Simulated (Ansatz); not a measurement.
Computed with Ansatz on PBE0-D4/def2-TZVP structures; ΔE is electronic, products minus reactants. CCSD(T)/CBS is the MP2 limit (def2-TZVPP, def2-QZVPP) plus CCSD(T) − MP2 in def2-TZVPP, frozen cores. This one scheme is used for every species. Functionals use def2-TZVPP. B3LYP here is the variant with VWN-RPA as its local correlation; programs differ in this. For Ge outer-core shells are correlated without core-valence functions, which leaves a few kJ/mol of doubt a bond. Scalar relativity is left out up to krypton. One conformer a species, not always the lowest.

`[CH3][Ge]([OH])([F])[Cl]` + H₂O → `[OH][Ge]([OH])([F])[Cl]` + CH₄  (formal hydrolysis of a Ge–C bond)

`[CH3][Ge]([OH])([F])[Cl]`:

Z-matrix (Å, degrees):
```
C
Ge 1 1.916
H 1 1.090 2 108.9
H 1 1.090 2 109.4 3 -119.9
H 1 1.089 2 109.4 3 120.0
O 2 1.752 1 110.7 3 56.4
F 2 1.731 1 110.7 3 -62.7
Cl 2 2.140 1 113.9 3 -179.6
H 6 0.961 2 113.6 1 175.5
```

H₂O:

Cartesian coordinates in Å:
```
O 0.271 0.277 -0.038
H -0.644 0.388 0.229
H 0.374 -0.665 -0.191
```

`[OH][Ge]([OH])([F])[Cl]`:

Cartesian coordinates in Å:
```
O -1.438 0.819 0.390
Ge -0.122 -0.079 -0.305
O 1.296 0.146 0.688
F -0.470 -1.765 -0.338
Cl 0.119 0.511 -2.315
H -1.365 0.881 1.348
H 1.979 -0.513 0.532
```

CH₄:

Z-matrix (Å, degrees):
```
C
H 1 1.090
H 1 1.090 2 109.5
H 1 1.090 2 109.5 3 -120.0
H 1 1.090 2 109.5 3 120.0
```

(1) Is it downhill or uphill in electronic energy at CCSD(T)/CBS, and by how much? (Best estimate.)

(2) What do these levels give: PBE0-D4, ωB97M-V, B3LYP, HF/def2-TZVPP, CCSD/def2-TZVPP, MP2/def2-QZVPP? (Best estimate.)

Largest T1 diagnostic among the species: 0.011.

## Answers

(1) Ansatz gave: Downhill: ΔE = -27.2 kJ/mol.

(2) Ansatz gave: PBE0-D4 -28.1, ωB97M-V -32.4, B3LYP -36.4, HF/def2-TZVPP -47.4, CCSD/def2-TZVPP -34.7, MP2/def2-QZVPP -29.3 kJ/mol.

In def2-TZVPP, CCSD(T) changes the Hartree–Fock value by +13.2 kJ/mol (the triples alone add +0.5 kJ/mol) and MP2 by +14.1 kJ/mol.
